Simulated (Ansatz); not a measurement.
Reaction (redistribution): `C[Si@@H](O)O[Si@H](O)Cl` + `O[SiH2]N[SiH](O)O` → `O[SiH2]N[SiH](O)Cl` + `C[SiH](O)O[SiH](O)O`

Computed with Ansatz on PBE0-D4/def2-TZVP structures; ΔE is electronic, products minus reactants. CBS: MP2 limit from def2 TZ/QZ plus the TZ coupled-cluster correction, frozen cores. DFT in def2-TZVPP. B3LYP here is the variant with VWN-RPA as its local correlation; programs differ in this. Each species was taken in one conformer, which may not be the lowest.

`C[Si@@H](O)O[Si@H](O)Cl`:

Z-matrix (Å, degrees):
```
C
Si 1 1.844
H 1 1.092 2 110.9
H 1 1.092 2 110.6 3 120.3
H 1 1.093 2 110.4 3 -120.1
O 2 1.654 1 107.8 3 64.8
O 2 1.648 1 109.6 3 -177.5
H 2 1.483 1 113.4 3 -57.1
H 6 0.959 2 116.8 1 -157.6
Si 7 1.624 2 131.1 1 -117.7
O 10 1.626 7 112.4 2 50.2
Cl 10 2.063 7 107.2 2 -70.4
H 10 1.466 7 110.6 2 171.0
H 11 0.962 10 116.0 7 -53.5
```

`O[SiH2]N[SiH](O)O`:

Z-matrix (Å, degrees):
```
Si
N 1 1.717
O 1 1.659 2 111.4
H 1 1.486 2 107.1 3 -121.9
H 1 1.477 2 112.4 3 114.8
Si 2 1.717 1 124.2 3 -50.1
H 2 1.009 1 117.2 3 116.7
H 3 0.959 1 116.6 2 -70.2
O 6 1.634 2 107.5 1 5.0
O 6 1.642 2 105.2 1 128.6
H 6 1.479 2 115.4 1 -111.7
H 9 0.963 6 117.1 2 38.3
H 10 0.958 6 116.9 2 164.0
```

`O[SiH2]N[SiH](O)Cl`:

```xyz
12

O     0.245    0.012    2.004
Si    0.247    1.323    1.021
N     0.189    0.733   -0.607
Si    0.253   -0.917   -1.032
O    -0.822   -1.809   -0.163
Cl   -0.186   -1.025   -3.038
H    -0.363   -0.702    1.790
H     1.495    2.060    1.329
H    -0.915    2.226    1.242
H     0.056    1.392   -1.360
H     1.548   -1.569   -0.789
H    -1.749   -1.723   -0.397
```

`C[SiH](O)O[SiH](O)O`:

```xyz
15

C    -1.275    1.782    1.564
Si    0.070    0.649    1.003
O    -0.007   -0.731    1.884
O    -0.136    0.289   -0.597
Si    0.241   -0.933   -1.586
O     0.728   -2.176   -0.627
O     1.503   -0.620   -2.576
H    -1.156    2.021    2.624
H    -2.253    1.316    1.427
H    -1.253    2.717    0.999
H     1.407    1.287    1.131
H     0.380   -1.504    1.459
H    -0.957   -1.270   -2.381
H     1.338   -2.808   -1.012
H     1.371   -0.022   -3.313
```

```json
{"level": "PBE-D4", "ΔE (kJ/mol)": "9.0", "difference from CCSD(T)/CBS": "3.7"}
{"level": "r2SCAN-D4", "ΔE (kJ/mol)": "6.7", "difference from CCSD(T)/CBS": "1.4"}
{"level": "PBE0-D4", "ΔE (kJ/mol)": "6.8", "difference from CCSD(T)/CBS": "1.5"}
{"level": "B3LYP-D4", "ΔE (kJ/mol)": "6.6", "difference from CCSD(T)/CBS": "1.3"}
{"level": "ωB97X-V", "ΔE (kJ/mol)": "6.9", "difference from CCSD(T)/CBS": "1.6"}
{"level": "ωB97M-V", "ΔE (kJ/mol)": "7.5", "difference from CCSD(T)/CBS": "2.2"}
{"level": "B2PLYP", "ΔE (kJ/mol)": "4.7", "difference from CCSD(T)/CBS": "-0.6"}
{"level": "PBE", "ΔE (kJ/mol)": "7.2", "difference from CCSD(T)/CBS": "1.9"}
{"level": "r2SCAN", "ΔE (kJ/mol)": "6.2", "difference from CCSD(T)/CBS": "0.9"}
{"level": "PBE0", "ΔE (kJ/mol)": "5.1", "difference from CCSD(T)/CBS": "-0.2"}
{"level": "B3LYP", "ΔE (kJ/mol)": "3.7", "difference from CCSD(T)/CBS": "-1.6"}
{"level": "HF/def2-TZVPP", "ΔE (kJ/mol)": "-0.2", "difference from CCSD(T)/CBS": "-5.5"}
{"level": "MP2/def2-TZVPP", "ΔE (kJ/mol)": "6.3", "difference from CCSD(T)/CBS": "1.0"}
{"level": "SCS-MP2/def2-TZVPP", "ΔE (kJ/mol)": "5.5", "difference from CCSD(T)/CBS": "0.2"}
{"level": "CCSD/def2-TZVPP", "ΔE (kJ/mol)": "4.8", "difference from CCSD(T)/CBS": "-0.5"}
{"level": "CCSD(T)/def2-TZVPP", "ΔE (kJ/mol)": "6.1", "difference from CCSD(T)/CBS": "0.8"}
{"level": "HF/def2-QZVPP", "ΔE (kJ/mol)": "-0.7", "difference from CCSD(T)/CBS": "-6.0"}
{"level": "MP2/def2-QZVPP", "ΔE (kJ/mol)": "5.7", "difference from CCSD(T)/CBS": "0.4"}
{"level": "SCS-MP2/def2-QZVPP", "ΔE (kJ/mol)": "4.8", "difference from CCSD(T)/CBS": "-0.5"}
{"level": "HF/CBS(def2)", "ΔE (kJ/mol)": "-0.7", "difference from CCSD(T)/CBS": "-6.0"}
{"level": "MP2/CBS(def2)", "ΔE (kJ/mol)": "5.5", "difference from CCSD(T)/CBS": "0.2"}
{"level": "CCSD/CBS(def2)", "ΔE (kJ/mol)": "3.9", "difference from CCSD(T)/CBS": "-1.4"}
{"level": "CCSD(T)/CBS", "ΔE (kJ/mol)": "5.3", "difference from CCSD(T)/CBS": "0"}
```

Largest T1 diagnostic among the species: 0.012.

In def2-TZVPP, CCSD(T) changes the Hartree–Fock value by +6.4 kJ/mol (the triples alone add +1.3 kJ/mol) and MP2 by +6.5 kJ/mol.
